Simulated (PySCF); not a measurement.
H2O4S. Atoms are numbered in the order given.

```xyz
7

O     -0.6866    -1.0555     0.8622
S      0.0000     0.0000    -0.1690
O      1.1043    -0.6556    -0.8358
O     -1.1043     0.6556    -0.8358
O      0.6866     1.0555     0.8622
H      0.0031    -1.6878     1.1411
H     -0.0031     1.6878     1.1411
```
Charge 0, spin multiplicity 1.

Geometry optimised at TPSSh-D3(BJ)/def2-SVP. The values are those of a single conformer.

Calculation: CAM-B3LYP/def2-TZVP (PySCF).

Symmetry labels are those of the subgroup C2 that the program uses (full group C2).

Computed valence orbital energies around the gap with their symmetry:
| orbital | symmetry | energy (eV) |
|---|---|---|
| HOMO−7 | A | -15.51 |
| HOMO−6 | B | -14.37 |
| HOMO−5 | A | -13.62 |
| HOMO−4 | B | -12.74 |
| HOMO−3 | A | -12.58 |
| HOMO−2 | A | -11.58 |
| HOMO−1 | B | -11.55 |
| HOMO | B | -11.21 |
| LUMO | A | 0.67 |
| LUMO+1 | B | 1.68 |
| LUMO+2 | A | 2.93 |
| LUMO+3 | B | 3.07 |
